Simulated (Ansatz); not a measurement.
Geometry optimisation, Ansatz, RHF/6-31G*.

Input:

```yaml
crystal:
  periodic: [false, false, false]
  atoms:
    - { symbol: Al, position_ang: [-0.039376, 0.55343, -0.608745] }
    - { symbol: O, position_ang: [-0.217956, 0.024241, 2.306246] }
    - { symbol: Si, position_ang: [-1.389333, -0.501852, 3.358301] }
    - { symbol: H, position_ang: [-2.290772, -1.435502, 2.665159] }
    - { symbol: H, position_ang: [-0.767218, -1.179031, 4.508272] }
    - { symbol: H, position_ang: [-2.15459, 0.670477, 3.830356] }
    - { symbol: H, position_ang: [1.334351, -0.12348, -0.889429] }
    - { symbol: Cl, position_ang: [-1.820901, -0.183144, -1.455808] }
    - { symbol: O, position_ang: [-0.151632, 2.075631, 0.23605] }
    - { symbol: H, position_ang: [-0.943631, 2.589704, 0.201333] }
    - { symbol: H, position_ang: [-0.165541, 0.983729, 2.154164] }
basis:
  gaussian: { orbitals: "6-31G*" }
hamiltonian:
  xc: hf
relax:
  f_tol: 0.03
  max_steps: 50
```

Launched with:

```bash
$ ansatz run input.yaml --threads 2 --pin off --max-ram 3072MiB --backend cpu --events-out ev --progress --plain --runs-dir out
```

Task: Where does it end, and by what steps?

Result: It converged. After 22 steps the energy has fallen by 0.768 eV; H10 moved furthest, 1.16 Å. Joined: Al1–O2 (2.97 → 1.96 Å).

```tsv
step	energy less start (eV)	largest force component (eV/Å)	accepted
0	0.0000	1.177	yes
1	-0.1713	0.659	yes
2	-0.3814	0.882	yes
3	-0.4991	1.163	yes
4	-0.6316	0.559	yes
5	-0.6727	0.388	yes
6	-0.7041	0.412	yes
7	-0.7275	0.169	yes
8	-0.7404	0.308	yes
9	-0.7495	0.285	yes
10	-0.7561	0.155	yes
11	-0.6930	1.019	no
12	-0.7592	0.134	yes
13	-0.7607	0.092	yes
14	-0.7633	0.044	yes
15	-0.7643	0.054	yes
16	-0.7648	0.116	yes
17	-0.7656	0.046	yes
18	-0.7666	0.049	yes
19	-0.7670	0.058	yes
20	-0.7673	0.064	yes
21	-0.7676	0.038	yes
22	-0.7678	0.008	yes
```

```xyz
11
Properties=species:S:1:pos:R:3
Al -0.366 0.511 0.051
O -0.572 0.446 1.998
Si -1.286 -0.634 3.110
H -1.352 -1.912 2.406
H -0.407 -0.687 4.284
H -2.608 -0.120 3.479
H 0.631 -0.653 -0.315
Cl -2.382 0.213 -0.651
O 0.147 2.150 0.162
H -0.030 2.815 -0.484
H -0.381 1.344 2.266
```

Run time: 43 s on 2 threads of Arm Neoverse V1 (shared host), peak memory 0.2 GiB.
